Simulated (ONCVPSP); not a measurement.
## beryllium (Be) ONCV: all-electron and pseudo phase curves

```json
{
 "Element": "beryllium (Be)",
 "Generator": "ONCVPSP 4.0.1",
 "Type": "optimised norm-conserving Vanderbilt (ONCV)",
 "Functional": "PBEsol",
 "Relativity": "scalar-relativistic",
 "Frozen core": "[He]",
 "Valence charge": "2",
 "Reference configuration": "2s2",
 "Partial waves": "2s: rc 1.90 bohr, ncon 4, nbas 9, qcut 2.6 1/bohr, 2 projectors, debl 2.5 Ha; p scattering state at 0.13 Ha: rc 1.50 bohr, ncon 3, nbas 8, qcut 5 1/bohr, 2 projectors, debl 1.3 Ha; d scattering state at 0.05 Ha: rc 1.60 bohr, ncon 4, nbas 9, qcut 5.8 1/bohr, 2 projectors, debl 3 Ha",
 "Local potential": "polynomial inside 1.05 bohr (lpopt 5, dvloc0 1 Ha)",
 "Core correction": "Teter function, fcfact 4.5, rcfact 1.45"
}
```

The phase is arctan(r·R′/R) of the radial function R(r), unwrapped; energies in Ha, scanned from -2 to 5 Ha. A pole is an energy at which the radial function vanishes at the test radius. The pseudo phase is shifted by a multiple of π to meet the all-electron one at the reference energy, and phase errors are pseudo minus all-electron; the curves can meet again beyond the range given. Levels narrower than the energy grid can be missing from the lists of poles.

Task: For each channel, where are the poles, and over which energies does the pseudopotential scatter like the atom?

Result:

```json
{"channel": "s", "radius (bohr)": "1.92", "reference energy (Ha)": "-0.20", "poles, all-electron": "1.38", "poles, pseudo": "1.38", "unbroken range about the reference energy with phases within 0.05 rad": "below 3.3", "phase error 1 Ha above the reference energy (rad)": "-0.001"}
{"channel": "p", "radius (bohr)": "1.52", "reference energy (Ha)": "0.13", "poles, all-electron": "2.04", "poles, pseudo": "2.04", "unbroken range about the reference energy with phases within 0.05 rad": "the whole range", "phase error 1 Ha above the reference energy (rad)": "-0.000"}
{"channel": "d", "radius (bohr)": "1.63", "reference energy (Ha)": "0.05", "poles, all-electron": "4.70", "poles, pseudo": "4.70", "unbroken range about the reference energy with phases within 0.05 rad": "the whole range", "phase error 1 Ha above the reference energy (rad)": "+0.000"}
```

Phases in the p channel:

```csv
E (Ha),all-electron,pseudo
-1.98,1.052,1.052
-1.62,0.965,0.965
-1.26,0.834,0.834
-0.90,0.621,0.621
-0.54,0.260,0.260
-0.18,-0.265,-0.266
0.18,-0.759,-0.759
0.54,-1.077,-1.077
0.90,-1.269,-1.269
1.26,-1.395,-1.395
1.62,-1.486,-1.486
1.98,-1.560,-1.560
2.34,-1.627,-1.627
2.70,-1.694,-1.693
3.06,-1.769,-1.768
3.42,-1.865,-1.864
3.78,-2.009,-2.005
4.14,-2.260,-2.250
4.50,-2.757,-2.728
4.86,-3.486,-3.442
```
